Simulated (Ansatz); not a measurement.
A structure relaxed at PBE-D4/def2-SVP in Ansatz, charge 0, singlet:

```xyz
6

Hf   -1.0881    0.1985   -0.7179
Hf    0.8101    0.1264    1.0324
Se    1.4842   -0.1725   -1.6129
Se   -1.6271   -0.5032    1.7382
Se    0.4392   -2.0796   -0.5645
Se   -0.0184    2.4303    0.1248
```

**Question.** Give its formula and point group.

**Answer.** the cluster Hf₂Se₄. Point group C2v (tolerance 0.1 Å).

**Question.** Summarise the bond lengths by kind (pairs closer than 1.2 times the sum of covalent radii, bridged metal pairs left out).

**Answer.** 8 × Hf–Se 2.61 to 2.75 Å; 1 × Se–Se 2.41 Å.

In the def2 sets Hf takes a core potential; there is no spin–orbit coupling. The restricted singlet is unstable towards broken spin symmetry at other levels; at PBE-D4/def2-SVP this wasn't settled. The relaxation made no stability test and no search for a lower SCF solution. No other spin state of charge 0 was run. Another isomer (singlet) lies 0.86 eV lower at PBE0-D4/def2-TZVP; other spin states weren't run for this one.
